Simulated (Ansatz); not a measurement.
Geometry optimisation, RHF/def2-SVP in Ansatz.

The input (input.yaml):

```yaml
crystal:
  periodic: [false, false, false]
  atoms:
    - { symbol: B, position_ang: [0.113526, 0.477992, 0.038709] }
    - { symbol: Cl, position_ang: [0.029907, 0.764539, 1.836316] }
    - { symbol: Cl, position_ang: [1.566508, 0.839523, -0.860853] }
    - { symbol: F, position_ang: [-0.991242, 0.190517, -0.578097] }
    - { symbol: O, position_ang: [0.436953, -2.030787, 0.650784] }
    - { symbol: C, position_ang: [-0.371544, -3.075188, 0.185275] }
    - { symbol: H, position_ang: [0.255077, -3.892322, -0.171211] }
    - { symbol: H, position_ang: [-1.025412, -3.461954, 0.968078] }
    - { symbol: H, position_ang: [-0.994386, -2.726118, -0.639063] }
    - { symbol: H, position_ang: [0.220314, -1.788602, 1.562063] }
basis:
  gaussian: { orbitals: def2-SVP }
hamiltonian:
  xc: hf
relax:
  f_tol: 0.03
  max_steps: 50
```

Launched with:

```bash
$ ansatz run input.yaml --threads 2 --pin off --max-ram 3072MiB --backend cpu --events-out ev --progress --plain --runs-dir out
```

**Question.** Where does it end, and by what steps?

**Answer.** It converged. After 21 steps the energy has fallen by 0.409 eV; Cl3 moved furthest, 1.08 Å. Joined: B1–O5 (2.60 → 1.63 Å).

```
step  energy less start (eV)  largest force component (eV/Å)  accepted
   0                  0.0000                           1.264       yes
   1                 -0.0607                           0.823       yes
   2                 -0.0785                           0.699       yes
   3                 -0.0666                           1.347        no
   4                 -0.1051                           0.456       yes
   5                 -0.1222                           0.585       yes
   6                 -0.1343                           0.556       yes
   7                 -0.1923                           0.998       yes
   8                 -0.2747                           0.512       yes
   9                 -0.2147                           1.816        no
  10                 -0.3206                           0.280       yes
  11                 -0.3507                           0.196       yes
  12                 -0.3696                           0.630       yes
  13                 -0.3874                           0.435       yes
  14                 -0.3963                           0.362       yes
  15                 -0.4005                           0.451       yes
  16                 -0.4065                           0.071       yes
  17                 -0.4072                           0.070       yes
  18                 -0.4082                           0.098       yes
  19                 -0.4083                           0.116       yes
  20                 -0.4088                           0.032       yes
  21                 -0.4090                           0.007       yes
```

```xyz
10
Properties=species:S:1:pos:R:3
B 0.006 -0.132 0.238
Cl 0.188 0.924 1.718
Cl 1.510 -0.234 -0.810
F -1.119 0.039 -0.462
O -0.181 -1.611 0.888
C -0.340 -2.784 0.084
H 0.612 -3.062 -0.356
H -0.735 -3.575 0.715
H -1.057 -2.530 -0.687
H 0.355 -1.737 1.663
```

Whether the end is a true minimum wasn't checked by a vibrational analysis.

The run took 41 s on 2 threads of Arm Neoverse V2, with other jobs on the host, peak memory 0.24 GiB.
